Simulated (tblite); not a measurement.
A geometry optimisation, step by step.

Compound: C6H10BBrO.
Numbering: `[CH2:1]=[CH:2][C@H:3]([O:4][BH:5][Br:6])[C:7](=[CH2:8])[CH3:9]` (hydrogens: H10, H11 on C1; H12 on C2; H13 on C3; H14 on B5; H15, H16 on C8; H17, H18, H19 on C9)

Computed with GFN2-xTB (tblite), gas phase: L-BFGS steps from a force-field or distance-geometry start until the largest atomic force falls under 0.01 eV/Å. 3 of its 206 geometries are shown.

Step 0: E = -743.2008 eV, largest atomic force 3.373 eV/Å
```
atom  x, y, z in Å  |  force x, y, z in eV/Å
C1      2.167   -0.610    1.351   -1.287   1.221   0.044
C2      1.195    0.329    1.358    1.676  -1.283   0.863
C3      0.380    0.625    0.149   -0.105  -0.157   0.111
O4     -0.406    1.794    0.397   -0.863   1.107  -3.067
B5     -0.801    2.437   -0.852   -0.469  -0.865   1.811
Br6    -2.571    2.020   -1.704    1.664   0.344   0.853
C7     -0.531   -0.554   -0.172   -0.836  -0.535   0.646
C8     -1.508   -0.905    0.680    0.508   0.358  -0.254
C9     -0.332   -1.347   -1.436    0.044   0.159  -0.471
H10     2.361   -1.181    0.457    0.140  -0.017   0.154
H11     2.740   -0.802    2.243   -0.023  -0.094  -0.211
H12     1.022    0.878    2.286   -0.204  -0.058  -0.528
H13     1.097    0.803   -0.674   -0.285   0.022  -0.106
H14    -0.102    3.268   -1.337   -0.397  -0.395   0.040
H15    -2.166   -1.744    0.456    0.244   0.378   0.124
H16    -1.684   -0.358    1.609    0.068  -0.272  -0.479
H17     0.507   -0.941   -2.035   -0.464  -0.293   0.282
H18    -1.261   -1.302   -2.054    0.717  -0.120   0.408
H19    -0.118   -2.402   -1.185   -0.128   0.500  -0.221
```

Step 102: E = -744.4740 eV, largest atomic force 0.488 eV/Å
```
atom  x, y, z in Å  |  force x, y, z in eV/Å
C1      2.226   -0.593    1.290   -0.007   0.090  -0.010
C2      1.211    0.250    1.256   -0.079  -0.107  -0.009
C3      0.410    0.545    0.015    0.026  -0.060   0.045
O4     -0.267    1.792    0.179   -0.047   0.066  -0.324
B5     -0.824    2.522   -0.758    0.162  -0.013  -0.035
Br6    -0.724    2.084   -2.632   -0.042   0.092   0.477
C7     -0.613   -0.574   -0.139    0.076   0.041  -0.041
C8     -1.531   -0.757    0.796    0.003  -0.082   0.029
C9     -0.500   -1.443   -1.353   -0.017  -0.043  -0.069
H10     2.594   -1.086    0.405    0.000   0.070  -0.006
H11     2.735   -0.825    2.209   -0.003  -0.002   0.016
H12     0.812    0.703    2.155    0.131   0.043  -0.064
H13     1.067    0.584   -0.872   -0.149   0.034   0.148
H14    -1.361    3.517   -0.425    0.051  -0.170  -0.131
H15    -2.231   -1.570    0.720   -0.139   0.032  -0.006
H16    -1.599   -0.135    1.671   -0.015   0.008  -0.035
H17    -0.002   -0.916   -2.164   -0.009  -0.038  -0.031
H18    -1.488   -1.746   -1.699    0.094  -0.036   0.070
H19     0.075   -2.342   -1.120   -0.036   0.074  -0.024
```

Step 205: E = -744.5977 eV, largest atomic force 0.010 eV/Å
```
atom  x, y, z in Å  |  force x, y, z in eV/Å
C1      2.406   -0.470    1.115   -0.003  -0.002   0.002
C2      1.192    0.034    1.225    0.000   0.005  -0.001
C3      0.354    0.462    0.053   -0.004  -0.001   0.000
O4     -0.201    1.744    0.334    0.000  -0.001   0.000
B5     -0.719    2.573   -0.535    0.000   0.000   0.001
Br6    -0.780    2.192   -2.393   -0.001  -0.001  -0.002
C7     -0.736   -0.573   -0.174   -0.003   0.005   0.003
C8     -1.892   -0.504    0.465   -0.001   0.001   0.000
C9     -0.382   -1.649   -1.149   -0.003   0.007   0.004
H10     2.893   -0.583    0.160   -0.004  -0.002  -0.002
H11     2.963   -0.793    1.977    0.001  -0.002   0.002
H12     0.706    0.150    2.183    0.003  -0.002  -0.007
H13     0.976    0.527   -0.851    0.004  -0.001   0.002
H14    -1.145    3.592   -0.148   -0.002  -0.001   0.002
H15    -2.667   -1.234    0.307    0.004   0.002  -0.001
H16    -2.115    0.291    1.157    0.004  -0.001  -0.006
H17    -0.269   -1.226   -2.147   -0.002   0.002   0.000
H18    -1.157   -2.410   -1.178   -0.001  -0.003   0.000
H19     0.563   -2.113   -0.868    0.009  -0.003   0.001
```

**Question.** Summarise the path.

**Answer.** The energy falls by 1.3969 eV from step 0 to step 205; nine tenths of that is first reached at step 96. It rises by more than 0.2 meV at steps 83 and 102. The largest force goes from 3.373 to 0.010 eV/Å. Among the bonds O4–B5 changes most, from 1.459 to 1.308 Å; the atoms move by 0.846 Å rms after alignment.

**Question.** Follow the three bonds and two angles with the largest change from start to end.

**Answer.** 
| step | E above end (eV) | largest force (eV/Å) | O4–B5 (Å) | B5–Br6 (Å) | C1=C2 (Å) | C3–O4–B5 (°) | C3–C2–H12 (°) |
| --- | --- | --- | --- | --- | --- | --- | --- |
| 0 | 1.3969 | 3.373 | 1.459 | 2.009 | 1.352 | 111.1 | 120.2 |
| 9 | 0.8667 | 0.260 | 1.330 | 1.894 | 1.320 | 123.9 | 117.0 |
| 18 | 0.7306 | 0.374 | 1.293 | 1.900 | 1.319 | 148.5 | 118.7 |
| 27 | 0.4451 | 0.716 | 1.297 | 1.894 | 1.322 | 144.7 | 116.8 |
| 36 | 0.3196 | 0.225 | 1.298 | 1.901 | 1.318 | 138.8 | 115.3 |
| 45 | 0.2762 | 0.184 | 1.297 | 1.907 | 1.319 | 139.7 | 115.7 |
| 53 | 0.2586 | 0.086 | 1.299 | 1.907 | 1.319 | 139.0 | 114.2 |
| 62 | 0.2415 | 0.154 | 1.301 | 1.905 | 1.320 | 138.2 | 115.3 |
| 71 | 0.2207 | 0.084 | 1.303 | 1.900 | 1.319 | 135.8 | 114.7 |
| 80 | 0.2012 | 0.108 | 1.305 | 1.900 | 1.318 | 135.1 | 115.2 |
| 89 | 0.1651 | 0.307 | 1.311 | 1.911 | 1.320 | 130.6 | 114.1 |
| 98 | 0.1327 | 0.152 | 1.308 | 1.902 | 1.319 | 128.5 | 112.5 |
| 107 | 0.0994 | 0.085 | 1.308 | 1.895 | 1.319 | 126.9 | 114.8 |
| 116 | 0.0778 | 0.090 | 1.307 | 1.897 | 1.320 | 126.4 | 115.4 |
| 125 | 0.0526 | 0.131 | 1.305 | 1.900 | 1.319 | 127.1 | 114.8 |
| 134 | 0.0356 | 0.090 | 1.305 | 1.898 | 1.319 | 128.2 | 113.9 |
| 143 | 0.0280 | 0.048 | 1.306 | 1.900 | 1.319 | 127.8 | 113.8 |
| 152 | 0.0203 | 0.048 | 1.306 | 1.899 | 1.318 | 128.0 | 114.1 |
| 160 | 0.0163 | 0.080 | 1.306 | 1.896 | 1.319 | 127.8 | 114.2 |
| 169 | 0.0069 | 0.061 | 1.308 | 1.898 | 1.319 | 126.2 | 114.0 |
| 178 | 0.0038 | 0.029 | 1.308 | 1.898 | 1.319 | 126.3 | 114.4 |
| 187 | 0.0033 | 0.017 | 1.308 | 1.897 | 1.319 | 126.4 | 114.2 |
| 196 | 0.0018 | 0.043 | 1.308 | 1.896 | 1.319 | 126.4 | 114.1 |
| 205 | 0.0000 | 0.010 | 1.308 | 1.898 | 1.319 | 126.4 | 114.3 |

What follows is the cost of the whole relaxation. Hardware: one thread of an Arm Neoverse V1, shared host. Cost: 1.9 s of wall time.
